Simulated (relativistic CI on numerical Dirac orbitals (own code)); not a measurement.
# Calculated levels, Br XI

Computed by Dirac-Coulomb-Breit CI, separate exchange-only KLI orbitals for each configuration, model QED (radiative potential, 1s self-energy scaled to tabulated hydrogen-like ionisation energies), unscaled Slater integrals (own radial code, finite nucleus).

Configuration list (outside the closed core [Ne]): 3s²3p⁶3d⁷, 3s²3p⁵3d⁸, 3s²3p⁴3d⁹, 3s3p⁶3d⁸, 3s²3p⁶3d⁶4s, 3s²3p⁶3d⁶4p, 3p⁶3d⁹, 3s²3p⁶3d⁶4d, 3s²3p⁶3d⁵4s², 3s²3p⁶3d⁵4s4p, 3s²3p⁶3d⁶4f, 3s²3p⁶3d⁶5s, 3s²3p⁶3d⁵4p², 3s²3p⁶3d⁶5p, 3s3p⁵3d⁹, 3s²3p⁵3d⁷4s. Levels of other configurations are missing.

The lowest level is 3s²3p⁶3d⁷ ⁴F9/2, with 98 % of that term; Hund's rules for 3s²3p⁶3d⁷ give ⁴F with J = 9/2, in agreement.

```tsv
No.	Configuration	Term	J	E (cm⁻¹)	%	Next component (%)	Landé g	Lifetime (s)
1	3s²3p⁶3d⁷	⁴F	9/2	0	98	2 ²G	1.328	
2	3s²3p⁶3d⁷	⁴F	7/2	6540	99	1 ²G	1.235	1.07e-01
3	3s²3p⁶3d⁷	⁴F	5/2	10631	98	2 ²D	1.030	2.59e-01
4	3s²3p⁶3d⁷	⁴F	3/2	13220	97	3 ²D	0.411	9.16e-01
5	3s²3p⁶3d⁷	⁴P	3/2	36881	61	36 ²P	1.562	2.10e-01
6	3s²3p⁶3d⁷	⁴P	5/2	38551	96	4 ²D	1.583	2.04e-01
7	3s²3p⁶3d⁷	²G	9/2	40848	90	8 ²H	1.098	1.77e-02
8	3s²3p⁶3d⁷	⁴P	1/2	42153	82	17 ²P	2.318	1.90e-01
9	3s²3p⁶3d⁷	²G	7/2	46928	99	1 ²F	0.891	3.10e-02
10	3s²3p⁶3d⁷	²P	3/2	49707	40	35 ⁴P	1.338	1.60e-02
11	3s²3p⁶3d⁷	²P	1/2	54660	82	17 ⁴P	1.016	3.76e-02
12	3s²3p⁶3d⁷	²D	5/2	54679	94	4 ⁴P	1.211	8.37e-03
13	3s²3p⁶3d⁷	²H	11/2	56868	100		1.090	2.21e-01
14	3s²3p⁶3d⁷	²H	9/2	63066	92	8 ²G	0.924	3.06e-02
15	3s²3p⁶3d⁷	²D	3/2	65561	71	23 ²P	0.950	7.05e-03
16	3s²3p⁶3d⁷	²F	5/2	89282	98	2 ²D	0.861	2.85e-02
17	3s²3p⁶3d⁷	²F	7/2	92070	99	1 ²G	1.140	1.79e-02
18	3s²3p⁶3d⁷	²D	3/2	134081	99	1 3s²3p⁴3d⁹ ²D	0.799	5.04e-03
19	3s²3p⁶3d⁷	²D	5/2	137855	98	1 ²F	1.195	3.76e-03
20	3s²3p⁵3d⁸	⁴G°	11/2	855356	100		1.272	5.77e-11
21	3s²3p⁵3d⁸	⁴G°	9/2	873958	95	4 ⁴F°	1.176	3.86e-11
22	3s²3p⁵3d⁸	²F°	7/2	879038	54	42 ⁴G°	1.083	3.22e-11
23	3s²3p⁵3d⁸	²F°	5/2	884827	39	35 ²D°	0.922	2.25e-11
24	3s²3p⁶3d⁶4s	⁶D	9/2	893083	98	1 ⁴F	1.552	4.83e-05
25	3s²3p⁶3d⁶4s	⁶D	7/2	897128	98	1 ⁴D	1.583	1.64e-05
26	3s²3p⁶3d⁶4s	⁶D	5/2	899820	98	1 ⁴P	1.653	2.38e-05
27	3s²3p⁵3d⁸	⁴G°	7/2	900094	48	36 ²F°	1.094	2.38e-11
28	3s²3p⁶3d⁶4s	⁶D	3/2	901633	98	2 ⁴P	1.862	2.72e-05
29	3s²3p⁵3d⁸	²D°	5/2	901943	43	41 ⁴G°	0.938	1.79e-11
30	3s²3p⁶3d⁶4s	⁶D	1/2	902697	98	2 ⁴P	3.320	3.28e-05
31	3s²3p⁵3d⁸	²D°	3/2	908929	85	10 ⁴D°	0.837	1.30e-11
32	3s²3p⁶3d⁶4s	⁴D	7/2	912691	97	2 ²F	1.424	1.50e-07
33	3s²3p⁶3d⁶4s	⁴D	5/2	917310	98	1 ⁴P	1.370	1.50e-07
34	3s²3p⁶3d⁶4s	⁴D	3/2	919929	97	2 ²P	1.201	1.50e-07
35	3s²3p⁶3d⁶4s	⁴D	1/2	921471	97	2 ²P	0.017	1.49e-07
36	3s²3p⁵3d⁸	⁴D°	7/2	923547	83	8 ²F°	1.376	1.26e-11
37	3s²3p⁵3d⁸	²S°	1/2	924145	77	21 ⁴P°	2.121	6.54e-12
38	3s²3p⁵3d⁸	⁴D°	5/2	926574	51	18 ²F°	1.170	1.33e-11
39	3s²3p⁵3d⁸	⁴F°	9/2	928479	65	30 ²G°	1.254	5.03e-12
40	3s²3p⁵3d⁸	⁴P°	5/2	938862	49	25 ²F°	1.255	1.21e-11
41	3s²3p⁵3d⁸	⁴D°	3/2	940960	58	23 ⁴F°	1.078	8.54e-12
42	3s²3p⁵3d⁸	⁴F°	7/2	942306	63	19 ²G°	1.191	4.52e-12
43	3s²3p⁶3d⁶4s	⁴H	13/2	947633	98	2 ²I	1.226	5.33e-07
44	3s²3p⁵3d⁸	⁴D°	1/2	948022	96	1 ²P°	0.039	9.96e-12
45	3s²3p⁶3d⁶4s	⁴H	11/2	948762	89	9 ⁴G	1.143	5.60e-07
```

Energies count from the lowest computed level; ° marks odd parity; lifetimes are radiative, by E1, M1, E2, M2 decay to levels of this space only.

The mean weight of the leading LS term, summed over parents, in these 45 levels is 84 %, and that of the leading jj configuration (from the same eigenvectors) 60 %, so LS coupling describes them better.

At this charge energies of transitions that change n are usually good to better than 1 %, and those within a shell (Δn = 0) to a few per cent. Terms inside the open d or f shell come out 10 to 20 % too wide with unscaled integrals.

Landé's interval rule says that E(J) − E(J−1) = AJ with one A. For the ground term the intervals give A = -1035.5, -1168.8, -1453.4 cm⁻¹ for J = 5/2, 7/2, 9/2; the multiplet is inverted.

LS names give the leading component of a level, which can be under half, so a name can repeat, a term be missing and a line seem to break the LS rules.
